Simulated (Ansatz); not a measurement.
Gas-phase electronic energies from Ansatz, PBE0-D4/def2-TZVP geometries. CCSD(T)/CBS adds triple-zeta CCSD(T) − MP2 to the extrapolated MP2 energy (def2 sets, frozen cores). DFT in def2-TZVPP. One conformer a species, not always the lowest.

`N#CCB(O)F` → `NC1=C(O)B1F`  (isomerisation)

`N#CCB(O)F`:

```xyz
9

N     1.133    2.645    0.027
C     0.420    1.746   -0.025
C    -0.472    0.608   -0.093
B     0.222   -0.800    0.097
O    -0.506   -1.906   -0.146
F     1.482   -0.898    0.503
H    -1.006    0.618   -1.048
H    -1.245    0.712    0.678
H    -0.027   -2.726    0.008
```

`NC1=C(O)B1F`:

```xyz
9

N     1.277    0.049    0.907
C     0.021   -0.057    0.416
C    -0.671   -0.072   -0.768
O    -0.477    0.060   -2.086
B    -1.440   -0.286    0.443
F    -2.555   -0.511    1.120
H     1.382    0.185    1.897
H     2.003    0.455    0.343
H     0.460    0.176   -2.273
```

```csv
level,ΔE (eV),difference from CCSD(T)/CBS
PBE-D4,2.58,-0.54
PBE0-D4,2.63,-0.49
ωB97M-V,2.98,-0.14
B2PLYP,3.11,-0.01
r2SCAN,2.79,-0.33
MP2/def2-TZVPP,3.23,0.11
SCS-MP2/def2-TZVPP,3.33,0.21
CCSD/def2-TZVPP,3.25,0.13
HF/def2-QZVPP,3.35,0.23
SCS-MP2/def2-QZVPP,3.27,0.15
CCSD(T)/CBS,3.12,0
```

Largest T1 diagnostic among the species: 0.013.

From PBE to PBE0 (25 % exact exchange), in def2-TZVPP and without D4, ΔE moves by +0.05 eV. In def2-TZVPP, CCSD(T) changes the Hartree–Fock value by −0.14 eV (the triples alone add −0.03 eV) and MP2 by −0.14 eV.

CCSD(T)/CBS has its own doubt, a few kJ/mol and more with outer-core shells, so smaller differences from it don't rank the levels.
